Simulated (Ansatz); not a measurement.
Molecule: C₃H₅O₂, net charge 0, doublet state. It need not be the lowest isomer of its formula. 
Geometry from a B3LYP-D3(BJ)/def2-TZVP (Ansatz, a quantum-chemistry and plane-wave program) optimisation:
```
C
O 1 1.3735
C 2 1.3557 1 119.07
O 3 1.1967 2 125.61 1 1.13
H 1 1.0782 2 116.53 3 -8.06
H 3 1.0955 4 125.86 2 179.98
C 1 1.4741 5 126.00 2 161.96
H 7 1.0897 1 110.02 5 25.96
H 7 1.0939 8 108.52 1 -122.11
H 7 1.0995 8 107.74 9 -115.36
```
Charge 0, spin multiplicity 2.

### Question
Give the harmonic wavenumbers at B3LYP-D3(BJ)/def2-TZVP (Ansatz, finite differences of forces, unscaled).

### Answer
80, 149, 232, 302, 391, 421, 792, 881, 996, 1008, 1114, 1147, 1179, 1372, 1406, 1426, 1463, 1482, 1786, 2965, 3040, 3062, 3112, 3237 cm⁻¹. Zero-point energy 47.2 kcal/mol.

### Question
From these and the geometry, give the ideal-gas thermochemistry at 298.15 K and 1 atm (rigid rotor, harmonic oscillator).

### Answer
Point group C1, rotational symmetry number 1. Rotational constants 20.16, 2.881, 2.565 GHz. S(trans) 38.78, S(rot) 25.18, S(vib) 12.52, S(elec, spin only) 1.38, S 77.9 cal/(mol K). H(298) - H(0) 4.42 kcal/mol; G - E(el) 28.4 kcal/mol.
